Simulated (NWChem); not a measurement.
System: trimethylsulfonium (C$_{3}$H$_{9}$S cation); SMILES C[S+](C)C

Here is an NWChem input.

```
start job
memory heap 200 mb stack 900 mb global 1100 mb
charge 1
geometry units angstroms noautosym nocenter noautoz
  C      0.447669    -1.581712     0.291168
  S      0.000000     0.000000    -0.498677
  C      1.145968     1.178549     0.291168
  C     -1.593637     0.403163     0.291168
  H      0.421569    -1.488976     1.379415
  H      1.449480    -1.846951    -0.055381
  H     -0.266587    -2.332632    -0.055234
  H      1.078706     1.109578     1.379415
  H      0.874766     2.178762    -0.055381
  H      2.153412     0.935445    -0.055234
  H     -1.500275     0.379398     1.379415
  H     -1.886825     1.397187    -0.055234
  H     -2.324246    -0.331811    -0.055381
end
basis spherical
  C library def2-svp
  S library def2-svp
  H library def2-svp
end
dft
  xc pbe0
  iterations 150
end
property
  efieldgrad
end
task dft property
```

Output (shortened):

```
             Northwest Computational Chemistry Package (NWChem) 7.3.0
             --------------------------------------------------------

                             Geometry "geometry" -> ""
                             -------------------------

 Output coordinates in angstroms (scale by  1.889725989 to convert to a.u.)

  No.       Tag          Charge          X              Y              Z
 ---- ---------------- ---------- -------------- -------------- --------------
    1 C                    6.0000     0.44766900    -1.58171200     0.29116800
    2 S                   16.0000     0.00000000     0.00000000    -0.49867700
    3 C                    6.0000     1.14596800     1.17854900     0.29116800
    4 C                    6.0000    -1.59363700     0.40316300     0.29116800
    5 H                    1.0000     0.42156900    -1.48897600     1.37941500
    6 H                    1.0000     1.44948000    -1.84695100    -0.05538100
    7 H                    1.0000    -0.26658700    -2.33263200    -0.05523400
    8 H                    1.0000     1.07870600     1.10957800     1.37941500
    9 H                    1.0000     0.87476600     2.17876200    -0.05538100
   10 H                    1.0000     2.15341200     0.93544500    -0.05523400
   11 H                    1.0000    -1.50027500     0.37939800     1.37941500
   12 H                    1.0000    -1.88682500     1.39718700    -0.05523400
   13 H                    1.0000    -2.32424600    -0.33181100    -0.05538100

 Effective nuclear repulsion energy (a.u.)     185.8219750457

                              NWChem Property Module
                              ----------------------

  itol2e modified to match energy
  convergence criterion.

                                 NWChem DFT Module
                                 -----------------

 Summary of "ao basis" -> "ao basis" (spherical)
 ------------------------------------------------------------------------------
       Tag                 Description            Shells   Functions and Types
 ---------------- ------------------------------  ------  ---------------------
 C                          def2-svp                 6       14   3s2p1d
 S                          def2-svp                 8       18   4s3p1d
 H                          def2-svp                 3        5   2s1p

  itol2e modified to match energy
  convergence criterion.

            General Information
            -------------------
          SCF calculation type: DFT
          Wavefunction type:  closed shell.
          No. of atoms     :    13
          No. of electrons :    42
           Alpha electrons :    21
            Beta electrons :    21
          Charge           :     1
          Spin multiplicity:     1
          Use of symmetry is: off; symmetry adaption is: off
          Maximum number of iterations: 150
          AO basis - number of functions:   105
                     number of shells:    53
          Convergence on energy requested:  1.00D-07
          Convergence on density requested:  1.00D-05
          Convergence on gradient requested:  5.00D-04

              XC Information
              --------------
                         PBE0 Method XC Functional
                     Hartree-Fock (Exact) Exchange  0.250
          PerdewBurkeErnzerhof Exchange Functional  0.750
            Perdew 1991 LDA Correlation Functional  1.000 local
           PerdewBurkeErnz. Correlation Functional  1.000 non-local

[...]

          -----------------------
          Electric field gradient
          -----------------------

 1 a.u. = 0.324123 10**(16) esu/cm**3  ( or statvolts/cm**2 ) = 0.97174 10**(22) v/m**2

 ------------------------------------------------------------
   Atom      X         Y         Z
 ------------------------------------------------------------
    1 C    0.84597  -2.98900   0.55023
 ------------------------------------------------------------

 Electric field gradient in molecular frame (a.u.)
         XX             YY             ZZ             XY             XZ             YZ
 ------------------------------------------------------------------------------------------
        0.146291      -0.227130       0.080839       0.114906      -0.057690       0.203817

 Principal components (a.u.) and orientation
 of principal axis w.r.t. absolute frame                      Asymmetry parameter eta
 --------------------------------------------------------------------------------------
       -0.361168       0.182352       0.178816                       0.009790

       -0.245608      -0.117329       0.962242
        0.867702       0.415937       0.272194
       -0.432168       0.901793      -0.000351

 ------------------------------------------------------------
   Atom      X         Y         Z
 ------------------------------------------------------------
    2 S    0.00000   0.00000  -0.94236
 ------------------------------------------------------------

 Electric field gradient in molecular frame (a.u.)
         XX             YY             ZZ             XY             XZ             YZ
 ------------------------------------------------------------------------------------------
       -0.893246      -0.893242       1.786488      -0.000006       0.000008       0.000003

 Principal components (a.u.) and orientation
 of principal axis w.r.t. absolute frame                      Asymmetry parameter eta
 --------------------------------------------------------------------------------------
        1.786488      -0.893250      -0.893238                       0.000007

        0.000003       0.824657      -0.565633
        0.000001       0.565633       0.824657
        1.000000      -0.000003       0.000001

 ------------------------------------------------------------
   Atom      X         Y         Z
 ------------------------------------------------------------
    3 C    2.16557   2.22713   0.55023
 ------------------------------------------------------------

 Electric field gradient in molecular frame (a.u.)
         XX             YY             ZZ             XY             XZ             YZ
 ------------------------------------------------------------------------------------------
       -0.034264      -0.046575       0.080839      -0.219150      -0.147665      -0.151870

 Principal components (a.u.) and orientation
 of principal axis w.r.t. absolute frame                      Asymmetry parameter eta
 --------------------------------------------------------------------------------------
       -0.361169       0.182352       0.178817                       0.009787

        0.628649      -0.301300       0.716951
        0.646553      -0.309819      -0.697123
        0.432169       0.901793       0.000039

 ------------------------------------------------------------
   Atom      X         Y         Z
 ------------------------------------------------------------
    4 C   -3.01154   0.76187   0.55023
 ------------------------------------------------------------

 Electric field gradient in molecular frame (a.u.)
         XX             YY             ZZ             XY             XZ             YZ
 ------------------------------------------------------------------------------------------
       -0.233286       0.152447       0.080839       0.104246       0.205355      -0.051946

 Principal components (a.u.) and orientation
 of principal axis w.r.t. absolute frame                      Asymmetry parameter eta
 --------------------------------------------------------------------------------------
       -0.361168       0.182351       0.178817                       0.009787

        0.874256       0.419044       0.245109
       -0.221152      -0.105690       0.969496
       -0.432167       0.901794      -0.000272

 ------------------------------------------------------------
   Atom      X         Y         Z
 ------------------------------------------------------------
    5 H    0.79665  -2.81376   2.60672
 ------------------------------------------------------------

 Electric field gradient in molecular frame (a.u.)
         XX             YY             ZZ             XY             XZ             YZ
 ------------------------------------------------------------------------------------------
        0.160295       0.138670      -0.298964       0.006645       0.012694      -0.045061

 Principal components (a.u.) and orientation
 of principal axis w.r.t. absolute frame                      Asymmetry parameter eta
 --------------------------------------------------------------------------------------
       -0.303937       0.162173       0.141764                       0.067150

       -0.028647       0.962227      -0.270738
        0.101669       0.272250       0.956840
        0.994406      -0.000115      -0.105627

 ------------------------------------------------------------
   Atom      X         Y         Z
 ------------------------------------------------------------
    6 H    2.73912  -3.49023  -0.10465
 ------------------------------------------------------------

 Electric field gradient in molecular frame (a.u.)
         XX             YY             ZZ             XY             XZ             YZ
 ------------------------------------------------------------------------------------------
       -0.229400       0.120685       0.108716       0.098895       0.137282      -0.024461

[...]
```

Level: PBE0/def2-SVP. Structure relaxed at the B3LYP/6-31G* (spherical d) level. NWChem prints the field gradient with the sign opposite to the second derivative of the potential.
